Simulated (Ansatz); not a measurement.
`F[CH2][GaH][SnH3]` + H–F → `F[CH2][GaH][F]` + `[SnH4]` at 600 K and 1 bar (cleavage of the Ga–Sn bond).

Computed with Ansatz on PBE0-D4/def2-TZVP structures; ΔE is electronic, products minus reactants. CCSD(T)/CBS is the MP2 limit (def2-TZVPP, def2-QZVPP) plus CCSD(T) − MP2 in def2-TZVPP, frozen cores. This one scheme is used for every species. Elements past krypton have def2 core potentials. For Ga, Sn outer-core shells are correlated without core-valence functions, which leaves a few kJ/mol of doubt a bond. Scalar relativity is left out up to krypton. Each species was taken in one conformer, which may not be the lowest.

```
            species  CCSD(T)/CBS energy (Eh)  H − E (kJ/mol)  S (J/(mol·K))
`F[CH2][GaH][SnH3]`              -2279.38216           213.7          496.2
                H–F               -100.39570            42.3          194.0
   `F[CH2][GaH][F]`              -2163.39923           146.7          395.0
           `[SnH4]`               -216.39156            98.5          271.3
```

H − E and S are ideal-gas, rigid-rotor, harmonic terms from PBE0-D4/def2-TZVP, for one conformer and one mirror image of each species. 1 Eh = 2625.50 kJ/mol, R = 8.31446 J/(mol·K).

**Question.** By hand: ΔE, ΔH, ΔS and ΔG.

**Answer.** ΔE = (-2163.39923) + (-216.39156) − (-2279.38216) − (-100.39570) = -0.01293 Eh = -33.9 kJ/mol. Δ(H − E) = 146.7 + 98.5 − 213.7 − 42.3 = -10.8, so ΔH = -44.7 kJ/mol. ΔS = 395.0 + 271.3 − 496.2 − 194.0 = -23.9 J/(mol·K). ΔG = -44.7 − 600 × (-23.9)/1000 = -30.4 kJ/mol.

**Question.** By hand: the equilibrium constant, and the temperature at which ΔG would vanish if ΔH and ΔS stayed fixed.

**Answer.** log₁₀ K = −ΔG/(RT ln 10) = 2.6. ΔG = 0 at ΔH/ΔS = 1870 K.

ΔH outweighs TΔS. A doubt of 5 kJ/mol in ΔE shifts log₁₀ K by 0.4 here. Other conformers and mirror images would add mixing entropy, several J/(mol·K) or more a flexible species. Modes under 60 cm⁻¹, often nearly free rotors, make the harmonic entropy too high. These are equilibria of isolated gas molecules and say nothing of rates. Largest T1 diagnostic: 0.013 (customary marks: 0.02 for closed shells, 0.045 for open ones).
